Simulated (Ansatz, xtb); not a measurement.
# Relative energy of two isomers of BFH7NSi2

Structure a is `FBN([SiH3])[SiH3]`, a singlet and structure b is `BN([SiH3])[SiH2]F`, a singlet. Both are isolated molecules in the gas phase, relaxed with PBE0-D3(BJ)/pcseg-1; the shapes shown needn't be the lowest conformers.

a (Å):

```
atom    x (Å)    y (Å)    z (Å)
   B  -0.8133   1.3482   1.5391
   F  -0.8284   1.4390   2.8803
   N  -2.0418   1.1634   0.8717
  Si  -3.5216   1.0636   1.8521
  Si  -2.1348   1.0319  -0.8871
   H   0.2466   1.4296   0.9828
   H  -3.7370   2.3233   2.6138
   H  -4.6401   0.8687   0.8855
   H  -3.4618  -0.0953   2.7831
   H  -2.7255  -0.2831  -1.2672
   H  -3.0028   2.1148  -1.4314
   H  -0.7591   1.1531  -1.4390
```

b (Å):

| atom | x (Å) | y (Å) | z (Å) |
| --- | --- | --- | --- |
| B | 1.6258 | 1.2606 | 1.0056 |
| F | -1.1760 | -1.2659 | 1.0512 |
| N | 1.3162 | -0.1157 | 0.8612 |
| Si | 0.1586 | -0.8919 | 1.9115 |
| Si | 2.1185 | -1.0071 | -0.4552 |
| H | 2.4339 | 1.7610 | 0.2648 |
| H | 1.0921 | 1.9156 | 1.8615 |
| H | -0.2301 | 0.0443 | 2.9900 |
| H | 0.7006 | -2.1822 | 2.4062 |
| H | 1.6650 | -2.4239 | -0.3759 |
| H | 3.5944 | -0.9358 | -0.2781 |
| H | 1.7351 | -0.4258 | -1.7694 |

Estimate E(b) − E(a) at the level CCSD(T)/def2-SVP + ΔMP2/def2-TZVPP.

Too close to call at this level: CCSD(T)/def2-SVP + ΔMP2/def2-TZVPP gives E(b) − E(a) = −1.65 kJ/mol.

How the difference moves with the method:

```csv
level,geometry,E(b) − E(a) (kJ/mol),departure from the last row (kJ/mol),"job, with rough time for the two"
PBE0-D3(BJ)/pcseg-1,PBE0-D3(BJ)/pcseg-1,+23.36,+25.01,"optimisation, 2.6 min"
HF/def2-SVP,PBE0-D3(BJ)/pcseg-1,+20.75,+22.40,part of the CCSD(T) run
MP2/def2-SVP,PBE0-D3(BJ)/pcseg-1,+20.67,+22.32,part of the CCSD(T) run
CCSD(T)/def2-SVP,PBE0-D3(BJ)/pcseg-1,+23.52,+25.17,single point
CCSD(T)/def2-SVP + ΔMP2/def2-TZVPP,PBE0-D3(BJ)/pcseg-1,−1.65,,"single point, 38 s"
```

As drawn, b has 1 F–Si, 1 B–H in place of 1 B–F, 1 Si–H.

The largest departure from CCSD(T)/def2-SVP + ΔMP2/def2-TZVPP is that of CCSD(T)/def2-SVP, 25.17 kJ/mol. Levels run at GFN2-xTB geometries aren't shown. The last row adds to CCSD(T) the change of the MP2 difference between the two basis sets, here −25.17 kJ/mol, a large step that makes the value less sure.

With harmonic frequencies from PBE0-D3(BJ)/pcseg-1 (ideal gas, rigid rotor, one conformer each, 298.15 K, 1 atm): on the last row, ΔE + ΔZPE = +0.50 kJ/mol. A mode under 50 cm⁻¹ makes harmonic enthalpies and free energies unreliable, so none is given.

The correlated steps freeze 13 core orbitals. Codes used: Ansatz 0.2.0; the last row on 2 threads of Arm Neoverse V2 on a shared host.
